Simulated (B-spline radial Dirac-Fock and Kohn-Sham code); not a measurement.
**Levels of muonic ⁴⁶Ar**

Nucleus: ⁴⁶Ar, Fermi distribution (skin thickness 2.3 fm), rms radius 3.4377 fm (measured, Angeli and Marinova 2013).

Input of the calculation (task.json; shells as n, l, electrons):

```json
{"items": [{
  "Z": 18,
  "q": 0,
  "cfg": [[1, 0, 2], [2, 0, 2], [2, 1, 6], [3, 0, 2], [3, 1, 6]],
  "A": 46,
  "rrms": 3.4377,
  "do": "muonic",
  "nuclei": [[46, 45.968039, 3.4377, "measured", "fermi"]]
}]}
```

Command: `python xray2_run.py task.json out`

The computed values come from a radial finite-basis atomic code: the Dirac equation of a negative muon with reduced mass in the field of a spherical finite nucleus, with the Uehling potential to all orders; nuclear polarisation, deformation, hyperfine structure, self-energy, higher-order vacuum polarisation, relativistic recoil and electron screening are left out.

```
 level  binding (keV)  point nucleus, no QED (keV)  vacuum polarisation (keV)  ⟨r⟩ (fm)
 1s1/2          872.2                        913.2                      5.529      22.3
 2s1/2          223.4                        228.5                      0.820      87.0
 2p1/2          229.2                        228.5                      0.682      70.6
 2p3/2          228.2                        227.6                      0.670      71.0
 3s1/2          99.92                        101.5                      0.239     194.5
 3p1/2          101.6                        101.5                      0.189     177.0
 3p3/2          101.4                        101.2                      0.186     177.5
 3d3/2          101.3                        101.2                      0.129     149.1
 3d5/2          101.2                        101.1                      0.129     149.3
 4d3/2          56.95                        56.90                      0.049     298.5
 4d5/2          56.91                        56.86                      0.048     298.8
 4f5/2          56.89                        56.86                      0.030     256.1
 4f7/2          56.87                        56.84                      0.030     256.3
 5f5/2          36.41                        36.39                      0.014     448.4
 5f7/2          36.40                        36.38                      0.014     448.5
 5g7/2          36.39                        36.38                      0.007     391.6
 5g9/2          36.38                        36.38                      0.007     391.7
 6g7/2          25.27                        25.27                      0.004     626.7
 6g9/2          25.27                        25.26                      0.004     626.8
 6h9/2          25.26                        25.26                      0.002     555.6
6h11/2          25.26                        25.26                      0.002     555.7
```

**Question.** By how much does the finite nuclear size lower the 1s binding energy?

**Answer.** By 46.57 keV, 5.10 % of the point-nucleus value (point value plus vacuum polarisation less the binding energy). The 1s orbit has ⟨r⟩ = 22.3 fm.
